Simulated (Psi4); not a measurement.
Method: SAPT0/jun-cc-pVDZ, frozen core run with Psi4.

Psi4 input:

```
molecule {
0 1
C -2.34127201 -1.31295871 -0.51081952
O -1.54143363 -0.15563291 -0.56801643
Si -0.00108440 -0.00173271 0.01402909
C 0.01203708 0.06867070 1.87782538
O 0.64869864 1.37021087 -0.64238665
C 0.04904199 2.64386319 -0.66933721
O 0.87745993 -1.28714697 -0.54362670
C 2.28150624 -1.39370940 -0.55171805
H -1.81872454 -2.18868637 -0.93415676
H -2.63933170 -1.55754648 0.52661090
H -3.25926901 -1.13993513 -1.09436544
H -0.54905431 0.94300208 2.24544847
H 1.04152563 0.14130326 2.26421249
H -0.44813333 -0.83403144 2.31118707
H -0.96026858 2.60769197 -1.11564910
H 0.67378752 3.31826504 -1.27599413
H -0.03759440 3.08086748 0.34381419
H 2.75159870 -0.52312679 -1.04182532
H 2.56601824 -2.30146389 -1.10686876
H 2.69449194 -1.47790378 0.47163649
--
0 1
C 0.97526223 0.06651446 -3.87978434
O 1.86950308 0.94477952 -3.21086282
H 0.88809451 -0.90053530 -3.37211953
H -0.02503718 0.49984499 -3.98989667
H 1.38637202 -0.10391103 -4.87372280
H 1.53175918 1.11405770 -2.32602978
units angstrom
symmetry c1
no_reorient
no_com
}
set basis jun-cc-pvdz
set scf_type df
set freeze_core true
energy('sapt0')
```

Part of the output:

```
    SAPT Results
  --------------------------------------------------------------------------------------------------------
    Electrostatics                -15.40894862 [mEh]      -9.66926124 [kcal/mol]     -40.45618903 [kJ/mol]
      Elst10,r                    -15.40894862 [mEh]      -9.66926124 [kcal/mol]     -40.45618903 [kJ/mol]

    Exchange                       15.81394674 [mEh]       9.92340139 [kcal/mol]      41.51951143 [kJ/mol]
      Exch10                       15.81394674 [mEh]       9.92340139 [kcal/mol]      41.51951143 [kJ/mol]
      Exch10(S^2)                  15.70935024 [mEh]       9.85776610 [kcal/mol]      41.24489338 [kJ/mol]

    Induction                      -4.21930340 [mEh]      -2.64765286 [kcal/mol]     -11.07777956 [kJ/mol]
      Ind20,r                      -6.32707542 [mEh]      -3.97029976 [kcal/mol]     -16.61173422 [kJ/mol]
      Exch-Ind20,r                  3.87469897 [mEh]       2.43141031 [kcal/mol]      10.17302075 [kJ/mol]
      delta HF,r (2)               -1.76692696 [mEh]      -1.10876341 [kcal/mol]      -4.63906609 [kJ/mol]

    Dispersion                     -6.34100521 [mEh]      -3.97904084 [kcal/mol]     -16.64830687 [kJ/mol]
      Disp20                       -7.38293210 [mEh]      -4.63285984 [kcal/mol]     -19.38388556 [kJ/mol]
      Exch-Disp20                   1.04192689 [mEh]       0.65381900 [kcal/mol]       2.73557869 [kJ/mol]
      Disp20 (SS)                  -3.69146605 [mEh]      -2.31642992 [kcal/mol]      -9.69194278 [kJ/mol]
      Disp20 (OS)                  -3.69146605 [mEh]      -2.31642992 [kcal/mol]      -9.69194278 [kJ/mol]
      Exch-Disp20 (SS)              0.59982115 [mEh]       0.37639346 [kcal/mol]       1.57483022 [kJ/mol]
      Exch-Disp20 (OS)              0.44210574 [mEh]       0.27742554 [kcal/mol]       1.16074847 [kJ/mol]

  Total HF                         -3.81430529 [mEh]      -2.39351271 [kcal/mol]     -10.01445716 [kJ/mol]
  Total SAPT0                     -10.15531050 [mEh]      -6.37255354 [kcal/mol]     -26.66276403 [kJ/mol]
```
